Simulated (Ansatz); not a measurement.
Reaction (redistribution): `C[O][GeH]([Cl])[O][SiH3]` + `[F][Sc]([Cl])[O][SiH3]` → `[F][GeH]([Cl])[O][SiH3]` + `C[O][Sc]([Cl])[O][SiH3]`

Program: Ansatz. Geometries: PBE0-D4/def2-TZVP. ΔE: electronic, gas phase. CBS: MP2 limit from def2 TZ/QZ plus the TZ coupled-cluster correction, frozen cores. DFT in def2-TZVPP. B3LYP here is the variant with VWN-RPA as its local correlation; programs differ in this. For Ge, Sc outer-core shells are correlated without core-valence functions, which leaves a few kJ/mol of doubt a bond. Scalar relativity is left out up to krypton. One conformer a species, not always the lowest.

`C[O][GeH]([Cl])[O][SiH3]`:

```xyz
13

C    -0.711    1.181    1.491
O    -0.328    1.839    0.300
Ge    0.764    1.067   -0.832
Cl    2.581    0.567    0.197
O     0.077   -0.432   -1.419
Si   -0.168   -1.973   -0.908
H     0.157    0.903    2.099
H    -1.329    1.874    2.064
H    -1.303    0.282    1.285
H     1.012    2.016   -1.993
H     0.870   -2.380    0.074
H    -1.505   -2.080   -0.266
H    -0.118   -2.864   -2.092
```

`[F][Sc]([Cl])[O][SiH3]`:

```xyz
8

F     1.697    2.686   -0.584
Sc    0.789    1.237   -1.237
Cl    0.577    0.873   -3.504
O     0.036    0.055   -0.010
Si   -0.622   -0.976    1.081
H     0.335   -1.213    2.193
H    -0.940   -2.274    0.430
H    -1.872   -0.388    1.631
```

`[F][GeH]([Cl])[O][SiH3]`:

Cartesian coordinates in Å:
```
F -0.852 -2.246 0.086
Ge 0.641 -1.424 -0.175
Cl 0.853 -1.247 -2.282
O 0.492 0.151 0.540
Si -0.512 1.451 0.373
H 1.777 -2.205 0.467
H -1.537 1.422 1.445
H -1.178 1.424 -0.954
H 0.315 2.675 0.501
```

`C[O][Sc]([Cl])[O][SiH3]`:

Cartesian coordinates in Å:
```
C -2.390 -0.944 -1.249
O -1.253 -0.149 -1.181
Sc 0.279 0.842 -0.964
Cl 0.931 2.387 -2.571
O 1.300 0.572 0.591
Si 2.121 0.270 1.969
H -2.488 -1.565 -0.351
H -3.288 -0.324 -1.339
H -2.346 -1.605 -2.121
H 3.321 1.143 2.064
H 2.561 -1.152 2.002
H 1.251 0.525 3.150
```

Q: Is it downhill or uphill in electronic energy at CCSD(T)/CBS, and by how much? (An estimate is asked.)

A: Ansatz gave: Uphill: ΔE = +14.5 kJ/mol.

Q: What do these levels give: PBE-D4, r2SCAN-D4, PBE0-D4, B3LYP-D4, ωB97M-V, B2PLYP, HF/def2-TZVPP, MP2/def2-TZVPP, CCSD/def2-TZVPP, CCSD(T)/def2-TZVPP, SCS-MP2/def2-QZVPP, CCSD/CBS(def2)? (An estimate is asked.)

A: Ansatz gave: PBE-D4 19.3, r2SCAN-D4 17.5, PBE0-D4 18.6, B3LYP-D4 17.3, ωB97M-V 19.3, B2PLYP 12.5, HF/def2-TZVPP 9.2, MP2/def2-TZVPP 16.3, CCSD/def2-TZVPP 15.4, CCSD(T)/def2-TZVPP 16.2, SCS-MP2/def2-QZVPP 13.2, CCSD/CBS(def2) 13.7 kJ/mol.

Largest T1 diagnostic among the species: 0.015.

In def2-TZVPP, CCSD(T) changes the Hartree–Fock value by +7.0 kJ/mol (the triples alone add +0.8 kJ/mol) and MP2 by +7.1 kJ/mol. The D4 term adds +7.2 kJ/mol with B3LYP and +4.0 kJ/mol with PBE0; it sums over pairs of atoms, weighted by their polarisabilities, and B3LYP, whose exchange is more repulsive, gets the larger term.
